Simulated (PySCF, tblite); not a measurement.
Isomers of C5H6N2O. Method: GFN2-xTB as coded in tblite; computed harmonic values from a numerical Hessian at the method's own geometry, unscaled. Errors from tens to a few hundred cm⁻¹ against measured bands are possible. One conformer each.

Electronic energies: PBE0/pcSseg-1 single points on the GFN2-xTB geometries (PySCF, gas phase).

```json
{"SMILES": "Nc1cnccc1O", "electronic energy, lowest = 0 (kcal/mol)": "0.0"}
{"SMILES": "NCC#C/C=N\\C=O", "electronic energy, lowest = 0 (kcal/mol)": "66.4"}
{"SMILES": "C=N/C(=C/C#N)OC", "electronic energy, lowest = 0 (kcal/mol)": "49.7"}
```

Problem. How do GFN2-xTB zero-point energies change the relative energies?

Solution. 
```
         SMILES  ZPE (kcal/mol)  of it from modes above 1550 cm⁻¹  electronic (kcal/mol)  with ZPE, lowest = 0 (kcal/mol)  lowest mode (cm⁻¹)  rings
     Nc1cnccc1O            66.2                              32.7                    0.0                              0.0                 164      1
C=N/C(=C/C#N)OC            63.5                              33.9                   49.7                             47.0                  90      0
  NCC#C/C=N\C=O            63.7                              36.8                   66.4                             63.9                  19      0
```

The zero-point energies span 2.7 kcal/mol, from `C=N/C(=C/C#N)OC` to `Nc1cnccc1O`. The order is unchanged.

Problem. And how do the electronic energies of GFN2-xTB itself compare?

Solution. `Nc1cnccc1O` 0.0; `C=N/C(=C/C#N)OC` 51.6; `NCC#C/C=N\C=O` 63.5 kcal/mol, lowest = 0. Against the energies above, taken from the same isomer `Nc1cnccc1O`, the largest difference is 2.9 kcal/mol.
